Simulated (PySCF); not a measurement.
Ionising TlCl

r²SCAN; basis Tl def2-SVP with ECP60, Cl def2-SVP; scalar-relativistic core potentials; PySCF 2.14. Neutral (UKS): singlet (closed shell), Re = 2.523 Å, ωe = 298 cm⁻¹, De = 4.44 eV, HOMO -6.51 eV, LUMO -2.08 eV.

TlCl⁺ (UKS): doublet (π ↑), Re = 3.163 Å, ωe = 107 cm⁻¹. The energies at the minima are -632.69786 hartree for TlCl and -632.34690 for TlCl⁺.

Problem. Work out the adiabatic ionisation energy, without and with harmonic zero-point energies (1 hartree = 27.2114 eV, 1 eV = 8065.5 cm⁻¹), and the change of the bond length.

Solution. At r²SCAN: 0.35096 hartree = 9.550 eV between the minima; the zero-point term (107.0 − 298.0)/2 cm⁻¹ = -0.012 eV makes it 9.538 eV. Re changes by +64.0 pm against the neutral. Minus the HOMO energy is 6.51 eV, -3.04 eV from the value between the minima; self-interaction puts the Kohn–Sham level too high, less so with exact exchange. The electron leaves a π orbital, and the ion is left as a loose complex of an ion and an atom.

These are scalar-relativistic numbers at best; spin–orbit coupling would shift them, the dissociation energy most. States were picked by a PBE0 search and need not be the measured ground states.
